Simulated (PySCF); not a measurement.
N-ethenylpropan-2-imine (C₅H₉N), SMILES N(C=C)=C(C)C. Atoms are numbered in the order given.

```xyz
15

C      2.1364    -0.5997     0.7748
C      1.5539    -0.3436    -0.4083
N      0.4509     0.4696    -0.6304
C     -0.7224     0.2607    -0.1719
C     -1.1573    -0.9488     0.6240
C     -1.7932     1.2844    -0.4469
H      1.7243    -0.2117     1.7102
H      3.0701    -1.1635     0.8229
H      2.0266    -0.7005    -1.3334
H     -1.3746    -0.6581     1.6660
H     -2.0944    -1.3544     0.2091
H     -0.3893    -1.7324     0.6409
H     -2.2332     1.6474     0.4978
H     -2.6175     0.8364    -1.0281
H     -1.3729     2.1315    -1.0037
```

Geometry: B3LYP-D3(BJ)/def2-SVP. The values are those of a single conformer.

Two levels are set side by side: PBE/pcSseg-1 (PySCF) and KT2/pcSseg-1 (PySCF). GIAO shifts against NH3 (¹⁵N), TMS (¹H), TMS (¹³C) at the same level; non-relativistic, no solvent, atoms listed together averaged. Differences are taken from unrounded values.

| quantity | KT2 | PBE | PBE minus KT2 |
|---|---|---|---|
| δ(¹³C) of C1 (ppm) | 94.2 | 99.4 | 5.2 |
| δ(¹³C) of C2 (ppm) | 145.3 | 153.0 | 7.7 |
| δ(¹⁵N) of N3 (ppm) | 360.5 | 383.4 | 22.9 |
| δ(¹³C) of C4 (ppm) | 160.5 | 169.3 | 8.8 |
| δ(¹H) of H9 (ppm) | 7.15 | 7.31 | 0.16 |

Rough cost on one machine, each run with all the roots and properties that it gave: KT2 against PBE within a factor of 2.
